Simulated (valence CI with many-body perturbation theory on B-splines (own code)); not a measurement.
Results of a calculation; reference values are marked as such.
Tm²⁹⁺: what each term of the Hamiltonian does

Level of theory: relativistic CI+MBPT: four valence electrons over a frozen Dirac-Fock core [Kr], a basis of 9 s, 9 p, 10 d, 8 f, 5 g, 3 h, 1 i functions for each j, with the one-electron correlation potential Σ1, the two-electron term Σ2, the three-electron term Σ3, Breit, model QED; selected CI, second order for the rest (own B-spline code, finite nucleus).

No measured spectrum was set against this ion. As an estimate, large intervals hold to a few tenths of a per cent, small ones and those within an open d or f shell to about a per cent. Only levels of the ground parity were solved; by the run's estimate the other parity begins above the list, which can be wrong where configurations are misplaced.

Each rung adds one term. CI alone is the Dirac-Coulomb CI over the frozen core; QED comes last and gives the full result, which names the levels. Energies are above (4d3/2^4) J=0 on the same rung, in eV.

Levels are named by their leading jj configuration (3d3/2^4 stands for four electrons in 3d with j = 3/2), which in mixed levels can hold well under half, so a name can repeat and another be missing. Letters in brackets count levels of one name in rising energy.

| Level | CI alone | Σ1 | Σ2 | Σ3 | Breit | QED | Full |
| --- | --- | --- | --- | --- | --- | --- | --- |
| (4d3/2^3 4d5/2) J=1 | 9.008 | +0.0754 | +0.0140 | +0.0877 | -0.2668 | +0.0326 | 8.951 |
| (4d3/2^3 4d5/2) J=2 | 13.247 | +0.0922 | -0.1146 | +0.0440 | -0.3459 | +0.0386 | 12.961 |
| (4d3/2^3 4d5/2) J=4 | 13.893 | +0.0811 | -0.2989 | -0.0362 | -0.3519 | +0.0327 | 13.320 |
| (4d3/2^3 4d5/2) J=3 | 14.852 | +0.0910 | -0.2324 | -0.0175 | -0.3473 | +0.0372 | 14.383 |
| (4d3/2^2 4d5/2^2) J=0 [a] | 21.388 | +0.1472 | +0.1006 | +0.0056 | -0.5030 | +0.0633 | 21.202 |
| (4d3/2^2 4d5/2^2) J=4 [a] | 22.679 | +0.1546 | -0.2037 | +0.0492 | -0.6010 | +0.0651 | 22.143 |
| (4d3/2^2 4d5/2^2) J=2 [a] | 22.658 | +0.1375 | -0.1458 | +0.0159 | -0.4866 | +0.0585 | 22.237 |
| (4d3/2^2 4d5/2^2) J=3 [a] | 23.358 | +0.1495 | -0.2620 | -0.0071 | -0.5469 | +0.0629 | 22.755 |
| (4d3/2^2 4d5/2^2) J=5 | 25.297 | +0.1562 | -0.4741 | -0.0207 | -0.6338 | +0.0640 | 24.389 |
| (4d3/2^2 4d5/2^2) J=1 | 25.757 | +0.1560 | -0.1285 | -0.0114 | -0.5500 | +0.0657 | 25.289 |
| (4d3/2^2 4d5/2^2) J=6 | 26.662 | +0.1597 | -0.5986 | -0.0203 | -0.6955 | +0.0645 | 25.572 |
| (4d3/2^2 4d5/2^2) J=4 [b] | 27.983 | +0.1585 | -0.4465 | -0.1455 | -0.6276 | +0.0651 | 26.987 |
| (4d3/2^2 4d5/2^2) J=3 [b] | 27.989 | +0.1517 | -0.4617 | -0.1037 | -0.5708 | +0.0628 | 27.067 |
| (4d3/2^2 4d5/2^2) J=2 [b] | 28.147 | +0.1563 | -0.3439 | -0.0737 | -0.5832 | +0.0652 | 27.367 |
| (4d3/2^2 4d5/2^2) J=2 [c] | 31.956 | +0.1578 | -0.0185 | -0.1151 | -0.5557 | +0.0663 | 31.491 |
| (4d3/2^2 4d5/2^2) J=4 [c] | 32.999 | +0.1867 | -0.3673 | -0.0644 | -0.6792 | +0.0765 | 32.151 |
| (4d3/2 4d5/2^3) J=3 [a] | 35.779 | +0.2222 | -0.0961 | -0.0491 | -0.7952 | +0.0949 | 35.155 |
| (4d3/2 4d5/2^3) J=4 [a] | 36.502 | +0.1980 | -0.3332 | -0.1344 | -0.7471 | +0.0850 | 35.570 |
| (4d3/2^2 4d5/2^2) J=2 [d] | 37.206 | +0.1699 | -0.4211 | -0.2012 | -0.5922 | +0.0707 | 36.232 |
| (4d3/2 4d5/2^3) J=1 [a] | 37.431 | +0.2211 | -0.0568 | -0.1170 | -0.7685 | +0.0948 | 36.805 |
| (4d3/2 4d5/2^3) J=5 | 37.980 | +0.2317 | -0.3551 | -0.0635 | -0.9024 | +0.0972 | 36.988 |
| (4d3/2 4d5/2^3) J=6 | 38.666 | +0.2335 | -0.5133 | -0.0435 | -0.9400 | +0.0968 | 37.500 |
| (4d3/2 4d5/2^3) J=0 | 39.432 | +0.1985 | +0.0632 | -0.1998 | -0.6998 | +0.0853 | 38.879 |
| (4d3/2 4d5/2^3) J=2 [a] | 40.605 | +0.2219 | -0.1256 | -0.1117 | -0.7942 | +0.0941 | 39.890 |
| (4d3/2 4d5/2^3) J=3 [b] | 41.495 | +0.2274 | -0.3387 | -0.1767 | -0.8371 | +0.0958 | 40.466 |
| (4d3/2^2 4d5/2^2) J=0 [b] | 45.988 | +0.2078 | -0.5085 | -0.4962 | -0.6914 | +0.0857 | 44.585 |
| (4d3/2 4d5/2^3) J=3 [c] | 46.024 | +0.2318 | -0.3488 | -0.2161 | -0.8211 | +0.0972 | 44.967 |
| (4d3/2 4d5/2^3) J=1 [b] | 45.937 | +0.2281 | -0.2700 | -0.2064 | -0.7677 | +0.0964 | 45.018 |
| (4d3/2 4d5/2^3) J=4 [b] | 46.755 | +0.2321 | -0.3197 | -0.2288 | -0.8483 | +0.0966 | 45.687 |
| (4d3/2 4d5/2^3) J=2 [b] | 47.792 | +0.2378 | -0.4188 | -0.2614 | -0.8267 | +0.0990 | 46.622 |
| (4d5/2^4) J=4 | 50.889 | +0.2963 | +0.0490 | -0.1558 | -1.0825 | +0.1273 | 50.123 |

The middle columns are the shifts that each term adds.

Problem. How does the ionisation energy move along the ladder, and which term matters most?

Solution. CI alone 1107.0, + Σ1 1109.6, + Σ2 1111.9, + Σ3 1111.9, + Breit 1111.3, + QED 1111.4 eV. The largest step is Σ1, 2.6 eV. NIST lists 1110 ± 4 eV (theoretical).
